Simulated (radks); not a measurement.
Values are calculated unless marked as measured or tabulated.
Initial-state core-level shifts of the molybdenum ion Mo2+ when its valence configuration changes from [Kr] 4d4. Level of theory: Dirac Kohn-Sham, PBEsol, spin-unpolarised, spherical densities, point nucleus; open shells are shared between the two j in proportion to 2j + 1 (a radial shooting solver on a logarithmic mesh with Libxc functionals). Shifts are changes of the shell-averaged eigenvalues in eV (positive: less bound).

valence               1s       2s       4s      4p
4d3 5p1           -5.453   -5.754   -5.129  -4.888
4d2 5p2          -11.217  -11.882  -10.370  -9.850
4d2 5s1 5p1      -10.078  -10.751   -9.266  -8.771
4d3 5s1           -4.277   -4.593   -3.973  -3.751
4d2.5 5s1 5p0.5   -7.140   -7.627   -6.609  -6.254
4d2 5s2           -8.917   -9.598   -8.139  -7.666
4d3.5 5s0.5       -2.091   -2.243   -1.959  -1.851
4d2 5s1.5 5p0.5   -9.500  -10.177   -8.705  -8.222
4d3.5 5p0.5       -2.683   -2.826   -2.544  -2.429
